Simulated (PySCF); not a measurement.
Species: phenyl isothiocyanate, C₇H₅NS.
Numbering: `[S:1]=[C:2]=[N:3][c:4]1[cH:5][cH:6][cH:7][cH:8][cH:9]1` (hydrogens: H10 on C5; H11 on C6; H12 on C7; H13 on C8; H14 on C9)

A linear-response calculation (PySCF, def2-SVPD basis, gas phase, vertical, core orbitals frozen in the response) gave these numbers; the functional is withheld.

Orbital energies (eV): HOMO-3 -10.40, HOMO-2 -9.69, HOMO-1 -9.22, HOMO -8.44, LUMO 0.14, LUMO+1 0.95, LUMO+2 1.38.

| state | E (eV) | f | main configurations (H = HOMO, L = LUMO) |
| --- | --- | --- | --- |
| S1 | 4.75 | 0.0004 | H-1→L (68%), H→L+2 (19%), H-1→L+5 (8%) |
| S2 | 4.77 | 0.315 | H→L (77%), H-1→L+2 (16%) |
| S3 | 4.98 | 0.0000 | H→L+2 (69%), H-1→L (20%) |
| S4 | 5.13 | 0.0019 | H→L+1 (51%), H-2→L (37%), H-3→L+1 (8%) |
| S5 | 6.00 | 0.367 | H-1→L+2 (37%), H-3→L (27%), H→L (12%) |
| S6 | 6.43 | 0.292 | H-2→L (54%), H→L+1 (43%) |

Triplets (Tamm–Dancoff): T1 3.53 eV, H→L (85%); T2 4.55 eV, H-1→L (58%), H→L+2 (26%), H-1→L+5 (9%); T3 4.56 eV, H→L+1 (57%), H-2→L (21%), H-3→L+1 (13%); T4 4.58 eV, H-2→L+1 (59%), H-1→L+2 (12%).

Vertical ionisation energy by ΔSCF with the same functional: 8.55 eV. Mean static polarisability: 121.9 au.

**Question.** Which of these was used?
A. PBE0
B. wB97X-D
C. PBE
D. HF

**Answer.** B. wB97X-D is range-separated, 22% exact exchange at short range and 100% at long range (ω = 0.2 bohr⁻¹). In this run −ε(HOMO) = 8.44 eV differs from the ΔSCF value by -0.12 eV, and S1 differs from the orbital gap of 8.57 eV by -3.82 eV. The ratio −ε(HOMO)/IP is 0.99. Usual ranges for neutral molecules in this basis: 0.89 to 0.99 with wB97X-D, 0.5 to 0.7 with PBE, 0.7 to 0.83 with PBE0; Hartree–Fock can't fall below 1, since the ion's relaxation only lowers the ΔSCF value. The other options: PBE, a GGA without exact exchange; HF, time-dependent Hartree–Fock, 100% exact exchange; PBE0, a global hybrid with 25% exact exchange.

Computed with TDDFT wB97X-D/def2-SVPD, vertical, gas phase, core orbitals frozen in the response (PySCF 2.14.0, density-fitted response routines). One conformer (not necessarily the lowest) at the PBE0-D3(BJ)/def2-SVP geometry, without solvent, vibrations or thermal averaging.

The run took 2.2 min on an Arm Neoverse V1 with one thread, on a shared host.

Conformer computed: `[S:1]=[C:2]=[N:3][c:4]1[cH:5][cH:6][cH:7][cH:8][cH:9]1`: C2–N3–C4–C5 180°.
